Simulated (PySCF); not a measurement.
CH$_{2}$ClFSi, CH$_{2}$F$_{2}$Si, CH$_{4}$ClNSi, C$_{2}$H$_{6}$BF and others (calculated)

Computed with PySCF 2.14.0. Calculation on a computer-drawn molecule: optimised geometry and harmonic frequencies of an isolated molecule of the commonest isotopes, restricted reference for singlets and unrestricted otherwise, frozen core in MP2.

Common to all runs: charge 0; multiplicity 1.

```json
{"entry": 1, "formula": "CH2ClFSi", "start_structure": {"atoms_angstrom": [["C", -0.8032, 0.2821, 0.519], ["Si", -2.4102, 0.3987, 0.9452], ["F", -3.3604, -0.8314, 1.2872], ["Cl", -3.5114, 2.0803, 1.1263], ["H", -0.2257, 1.1708, 0.3014], ["H", -0.303, -0.6751, 0.4503]]}, "given": {"method": "MP2", "basis": "cc-pV(D+d)Z", "drawn_bonds_atom": [1, 2, 2, 1, 1], "drawn_bonds_other_atom": [2, 3, 4, 5, 6], "drawn_bonds_order": [2, 1, 1, 1, 1]}, "results": {"optimised_atom_element": ["C", "Si", "F", "Cl", "H", "H"], "optimised_atom_x [angstrom]": [-0.7919, -2.421, -3.382, -3.504, -0.2253, -0.2893], "optimised_atom_y [angstrom]": [0.2816, 0.3968, -0.8552, 2.098, 1.191, -0.6866], "optimised_atom_z [angstrom]": [0.516, 0.9482, 1.295, 1.123, 0.2999, 0.4473], "modes_frequency [cm^-1]": [201.2, 209.8, 267.6, 534.4, 554.0, 599.7, 713.6, 875.2, 1079, 1357, 3212, 3331], "modes_reduced_mass [dalton]": [18.82, 3.332, 9.208, 1.03, 8.626, 1.191, 1.593, 8.854, 4.469, 1.263, 1.053, 1.117], "rotational_constants [GHz]": [6.913, 3.543, 2.342], "total_energy [hartree]": -887.5127, "convergence_status_largest_gradient_component [hartree/bohr]": 3.045e-05}}
{"entry": 2, "formula": "CH2F2Si", "start_structure": {"atoms_angstrom": [["C", -0.4296, -2.9256, 0.7315], ["Si", 0.0106, -2.2057, -0.792], ["F", 0.116, -2.8123, -2.2456], ["F", 0.3027, -0.7175, -1.2116], ["H", -0.4259, -2.3169, 1.618], ["H", -0.6057, -4.0092, 0.8707]]}, "given": {"method": "HF", "basis": "cc-pV(D+d)Z", "drawn_bonds_atom": [1, 2, 2, 1, 1], "drawn_bonds_other_atom": [2, 3, 4, 5, 6], "drawn_bonds_order": [2, 1, 1, 1, 1]}, "results": {"optimised_atom_element": ["C", "Si", "F", "F", "H", "H"], "optimised_atom_x [angstrom]": [-0.3838, -0.0187, 0.08581, 0.2968, -0.4286, -0.5834], "optimised_atom_y [angstrom]": [-2.894, -2.211, -2.95, -0.6854, -2.293, -3.954], "optimised_atom_z [angstrom]": [0.6813, -0.7888, -2.187, -1.081, 1.579, 0.768], "modes_frequency [cm^-1]": [259.5, 288.4, 347.2, 558.6, 728.4, 769.2, 813.6, 1013, 1182, 1473, 3321, 3427], "modes_reduced_mass [dalton]": [2.884, 19.77, 15.59, 1.035, 1.204, 1.489, 9.215, 14.33, 4.492, 1.265, 1.055, 1.116], "rotational_constants [GHz]": [8.089, 6.651, 3.65], "total_energy [hartree]": -526.9034, "convergence_status_largest_gradient_component [hartree/bohr]": 2.624e-05}}
{"entry": 3, "formula": "CH2F2Si", "start_structure": {"atoms_angstrom": [["C", -0.3838, -2.8945, 0.6813], ["Si", -0.0187, -2.2108, -0.7888], ["F", 0.0858, -2.9499, -2.1869], ["F", 0.2968, -0.6854, -1.0813], ["H", -0.4286, -2.2929, 1.5788], ["H", -0.5834, -3.9538, 0.768]]}, "given": {"method": "MP2", "basis": "cc-pV(D+d)Z", "drawn_bonds_atom": [1, 2, 2, 1, 1], "drawn_bonds_other_atom": [2, 3, 4, 5, 6], "drawn_bonds_order": [2, 1, 1, 1, 1]}, "results": {"optimised_atom_element": ["C", "Si", "F", "F", "H", "H"], "optimised_atom_x [angstrom]": [-0.3869, -0.01709, 0.08636, 0.3018, -0.4294, -0.5867], "optimised_atom_y [angstrom]": [-2.9, -2.208, -2.969, -0.6562, -2.283, -3.971], "optimised_atom_z [angstrom]": [0.6937, -0.7952, -2.21, -1.081, 1.594, 0.7696], "modes_frequency [cm^-1]": [219.4, 240.2, 324.9, 528.0, 588.5, 714.2, 764.0, 971.8, 1114, 1358, 3222, 3341], "modes_reduced_mass [dalton]": [18.44, 2.85, 15.61, 1.035, 1.209, 1.483, 9.07, 15.32, 4.34, 1.283, 1.053, 1.117], "rotational_constants [GHz]": [7.759, 6.528, 3.545], "total_energy [hartree]": -527.5048, "convergence_status_largest_gradient_component [hartree/bohr]": 1.456e-05}}
{"entry": 4, "formula": "CH4ClNSi", "start_structure": {"atoms_angstrom": [["C", 0.9408, 0.5954, -0.2274], ["Si", -0.0258, -0.1424, -1.3389], ["N", -0.4068, 0.3718, -2.9551], ["Cl", -0.9476, -1.8654, -1.1321], ["H", 1.3189, 0.1512, 0.7409], ["H", 1.4815, 1.5854, -0.3421], ["H", -0.148, 1.2843, -3.316], ["H", -1.3293, 0.1016, -3.3726]]}, "given": {"method": "HF", "basis": "cc-pV(D+d)Z", "drawn_bonds_atom": [1, 2, 2, 1, 1, 3, 3], "drawn_bonds_other_atom": [2, 3, 4, 5, 6, 7, 8], "drawn_bonds_order": [2, 1, 1, 1, 1, 1, 1]}, "results": {"optimised_atom_element": ["C", "Si", "N", "Cl", "H", "H", "H", "H"], "optimised_atom_x [angstrom]": [1.011, -0.03241, -0.5148, -0.9674, 1.228, 1.498, -0.1913, -1.148], "optimised_atom_y [angstrom]": [0.5993, -0.09325, 0.4753, -1.885, 0.1072, 1.55, 1.343, -0.01435], "optimised_atom_z [angstrom]": [-0.2434, -1.358, -2.861, -1.051, 0.6956, -0.4242, -3.242, -3.46], "modes_frequency [cm^-1]": [158.1, 232.4, 263.0, 276.8, 278.0, 540.4, 543.7, 688.6, 732.2, 866.7, 931.3, 1139, 1475, 1671, 3304, 3403, 3802, 3910], "modes_reduced_mass [dalton]": [1.119, 3.298, 2.976, 5.476, 1.224, 1.03, 9.509, 1.196, 1.325, 1.828, 2.944, 4.224, 1.24, 1.126, 1.056, 1.114, 1.05, 1.099], "rotational_constants [GHz]": [6.663, 3.614, 2.343], "total_energy [hartree]": -843.1178, "convergence_status_largest_gradient_component [hartree/bohr]": 1.402e-05}}
{"entry": 5, "formula": "C2H6BF", "start_structure": {"atoms_angstrom": [["C", -1.3852, 1.5401, 0.4865], ["B", -1.7836, 1.2245, -0.9346], ["C", -1.0336, 0.0598, -1.8303], ["F", -2.7184, 1.9764, -1.6189], ["H", -2.2905, 1.9845, 1.0187], ["H", -0.603, 2.3121, 0.5429], ["H", -0.9651, 0.7952, 1.0659], ["H", -0.072, -0.2044, -1.4108], ["H", -1.7618, -0.7931, -1.7604], ["H", -0.9809, 0.3617, -2.9037]]}, "given": {"method": "HF", "basis": "cc-pVDZ", "drawn_bonds_atom": [1, 2, 2, 1, 1, 1, 3, 3, 3], "drawn_bonds_other_atom": [2, 3, 4, 5, 6, 7, 8, 9, 10], "drawn_bonds_order": [1, 1, 1, 1, 1, 1, 1, 1, 1]}, "results": {"optimised_atom_element": ["C", "B", "C", "F", "H", "H", "H", "H", "H", "H"], "optimised_atom_x [angstrom]": [-1.42, -1.749, -1.062, -2.69, -2.248, -0.5695, -1.11, -0.04401, -1.644, -1.058], "optimised_atom_y [angstrom]": [1.57, 1.233, 0.09594, 1.972, 2.064, 2.265, 0.6906, -0.1216, -0.8248, 0.3117], "optimised_atom_z [angstrom]": [0.5149, -0.9866, -1.829, -1.597, 1.028, 0.5249, 1.084, -1.497, -1.687, -2.9], "modes_frequency [cm^-1]": [49.55, 100.4, 315.1, 401.8, 431.6, 709.6, 776.4, 890.9, 960.2, 1030, 1228, 1340, 1454, 1465, 1547, 1551, 1564, 1567, 3153, 3155, 3224, 3225, 3264, 3266], "modes_reduced_mass [dalton]": [1.096, 1.033, 2.153, 2.27, 2.588, 1.994, 1.64, 1.396, 1.652, 2.171, 2.503, 3.109, 1.497, 1.606, 1.048, 1.068, 1.081, 1.066, 1.046, 1.047, 1.087, 1.087, 1.103, 1.103], "rotational_constants [GHz]": [8.802, 7.332, 4.206], "total_energy [hartree]": -203.4424, "convergence_status_largest_gradient_component [hartree/bohr]": 1.36e-05}}
{"entry": 6, "formula": "CH4BFO", "start_structure": {"atoms_angstrom": [["C", -0.7677, -1.8528, -1.2554], ["B", -2.0701, -0.9137, -0.9826], ["O", -2.249, 0.1102, -0.2029], ["F", -3.2128, -1.2796, -1.6632], ["H", -0.5158, -1.7909, -2.2511], ["H", -0.9649, -2.82, -0.9672], ["H", 0.1399, -1.4525, -0.6725], ["H", -1.429, 0.4137, 0.233]]}, "given": {"method": "HF", "basis": "cc-pVDZ", "drawn_bonds_atom": [1, 2, 2, 1, 1, 1, 3], "drawn_bonds_other_atom": [2, 3, 4, 5, 6, 7, 8], "drawn_bonds_order": [1, 1, 1, 1, 1, 1, 1]}, "results": {"optimised_atom_element": ["C", "B", "O", "F", "H", "H", "H", "H"], "optimised_atom_x [angstrom]": [-0.7775, -2.084, -2.209, -3.192, -0.5186, -0.9618, 0.08846, -1.415], "optimised_atom_y [angstrom]": [-1.79, -0.9397, 0.1336, -1.294, -1.803, -2.829, -1.429, 0.3655], "optimised_atom_z [angstrom]": [-1.228, -1.009, -0.2064, -1.666, -2.291, -0.9411, -0.6686, 0.2478], "modes_frequency [cm^-1]": [74.64, 354.9, 493.0, 517.7, 591.9, 810.2, 943.9, 985.3, 1068, 1365, 1469, 1491, 1560, 1572, 3173, 3241, 3255, 4193], "modes_reduced_mass [dalton]": [1.069, 2.72, 5.362, 2.074, 1.138, 5.362, 1.422, 1.999, 1.358, 2.056, 4.18, 1.983, 1.048, 1.194, 1.039, 1.098, 1.102, 1.067], "rotational_constants [GHz]": [9.774, 8.294, 4.614], "total_energy [hartree]": -239.3288, "convergence_status_largest_gradient_component [hartree/bohr]": 2.709e-05}}
{"entry": 7, "formula": "CH5B2N", "start_structure": {"atoms_angstrom": [["C", 0.5721, -1.3013, -3.2001], ["B", 0.7644, -2.2327, -1.926], ["B", -0.2226, -2.0798, -0.6403], ["N", -0.9897, -1.9465, 0.3541], ["H", -0.3203, -0.8109, -3.264], ["H", 1.3636, -0.6223, -3.1519], ["H", 0.781, -1.8089, -4.1407], ["H", 1.6103, -2.9886, -1.9596], ["H", -1.5716, -1.896, 1.1493]]}, "given": {"method": "HF", "basis": "cc-pVDZ", "drawn_bonds_atom": [1, 2, 3, 1, 1, 1, 2, 4], "drawn_bonds_other_atom": [2, 3, 4, 5, 6, 7, 8, 9], "drawn_bonds_order": [1, 1, 2, 1, 1, 1, 1, 1]}, "results": {"optimised_atom_element": ["C", "B", "B", "N", "H", "H", "H", "H", "H"], "optimised_atom_x [angstrom]": [0.5965, 0.7271, -0.2567, -0.9725, -0.3759, 1.331, 0.8858, 1.593, -1.541], "optimised_atom_y [angstrom]": [-1.314, -2.247, -2.08, -1.956, -0.834, -0.5089, -1.804, -3.08, -1.863], "optimised_atom_z [angstrom]": [-3.237, -1.977, -0.5995, 0.3946, -3.356, -3.072, -4.169, -1.957, 1.194], "modes_frequency [cm^-1]": [95.5, 175.0, 302.2, 475.4, 483.6, 590.5, 607.4, 696.0, 927.3, 957.4, 1071, 1234, 1431, 1532, 1573, 2082, 2692, 3125, 3218, 3267, 4087], "modes_reduced_mass [dalton]": [1.146, 2.943, 3.012, 1.174, 4.526, 1.229, 1.23, 2.952, 1.325, 1.846, 2.18, 1.657, 1.322, 1.044, 1.074, 7.77, 1.093, 1.055, 1.076, 1.104, 1.102], "rotational_constants [GHz]": [35.22, 3.439, 3.194], "total_energy [hartree]": -144.6043, "convergence_status_largest_gradient_component [hartree/bohr]": 4.614e-05}}
{"entry": 8, "formula": "CH4B2O", "start_structure": {"atoms_angstrom": [["C", -1.7444, 0.1645, 0.6476], ["B", -0.5956, 0.3508, -0.4518], ["B", 0.5154, -0.8282, -0.7715], ["O", 1.3701, -1.6153, -1.0508], ["H", -1.5606, -0.6524, 1.3177], ["H", -1.967, 1.0505, 1.1075], ["H", -2.5855, -0.1645, 0.082], ["H", -0.5914, 1.4173, -1.0359]]}, "given": {"method": "HF", "basis": "cc-pVDZ", "drawn_bonds_atom": [1, 2, 3, 1, 1, 1, 2], "drawn_bonds_other_atom": [2, 3, 4, 5, 6, 7, 8], "drawn_bonds_order": [1, 1, 2, 1, 1, 1, 1]}, "results": {"optimised_atom_element": ["C", "B", "B", "O", "H", "H", "H", "H"], "optimised_atom_x [angstrom]": [-1.733, -0.5937, 0.5407, 1.328, -1.51, -2.087, -2.578, -0.5251], "optimised_atom_y [angstrom]": [0.1538, 0.3939, -0.8215, -1.668, -0.5974, 1.071, -0.238, 1.429], "optimised_atom_z [angstrom]": [0.6343, -0.4145, -0.8152, -1.09, 1.393, 1.108, 0.04352, -1.014], "modes_frequency [cm^-1]": [104.2, 183.4, 346.0, 503.5, 596.3, 689.6, 932.1, 957.2, 1073, 1233, 1434, 1528, 1573, 2145, 2721, 3122, 3225, 3276], "modes_reduced_mass [dalton]": [1.17, 3.382, 3.724, 4.808, 1.264, 3.257, 1.318, 1.869, 2.13, 1.686, 1.323, 1.041, 1.078, 12.24, 1.093, 1.056, 1.074, 1.105], "rotational_constants [GHz]": [35.37, 3.533, 3.276], "total_energy [hartree]": -164.4807, "convergence_status_largest_gradient_component [hartree/bohr]": 2.924e-05}}
```
